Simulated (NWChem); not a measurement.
CH$_{3}$F$_{3}$Ti; SMILES [F][Ti]([F])([CH3])[F]

```xyz
8

Ti     0.0000     0.0000    -0.1060
F      1.4954     0.7385    -0.6029
F     -1.3872     0.9258    -0.6029
F     -0.1082    -1.6643    -0.6029
C      0.0000     0.0000     1.9457
H      0.8803    -0.5428     2.3126
H     -0.9103    -0.4909     2.3126
H      0.0300     1.0338     2.3126
```
Atoms are numbered in this order, from 1.

All runs: NWChem. Pople sets run with spherical d functions. All runs use the structure optimised with B3LYP/6-31G* (spherical d).

For level LC-BLYP (range parameter 0.33 per bohr)/6-31G*:

highest occupied level (eV): -10.83
orbital gap (eV): 10.91
dipole (D): 1.03

**Question.** What are these values for level B3LYP/6-31G*?

**Answer.** 
| Item | Result |
|---|---|
| highest occupied level (eV) | -8.31 |
| orbital gap (eV) | 5.88 |
| dipole (D) | 1.21 |
